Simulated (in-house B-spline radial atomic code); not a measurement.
**How G0W0 and RPA depend on the start: F⁻**

Configuration [He] 2s2 2p6. Computed with a B-spline radial code for spherical atoms: all electrons, non-relativistic, point nucleus, each spin shell either full or empty, empty states to l = 9 with an (l + 1/2)⁻⁴ tail; G0W0 by contour deformation at full frequency.

```csv
start,mean-field 2p (eV),G0W0 (eV),QP weight,RPA correlation (Eh)
Hartree-Fock,-4.925,?,?,?
LC-wPBE,-3.104,?,?,?
wB97X,-2.855,-3.739,0.842,-0.55887
BHandHLYP,-1.973,-3.110,0.807,-0.55694
CAM-B3LYP,-1.863,-3.318,0.783,-0.57183
```

(1) What G0W0 level, weight and RPA correlation energy follow from the Hartree-Fock start?

(2) What G0W0 level, weight and RPA correlation energy follow from the LC-wPBE start?

(3) How much of the dependence on the start does G0W0 remove?

Answers

(1) G0W0 level -3.614 eV, weight 0.901, RPA correlation -0.50773 hartree.

(2) G0W0 level -3.750 eV, weight 0.846, RPA correlation -0.55868 hartree.

(3) The mean-field levels span 3.06 eV and the G0W0 levels 0.64 eV. Against 3.401 eV (electron affinity of the neutral atom) the G0W0 removal energies are off by -0.29 to +0.35 eV.
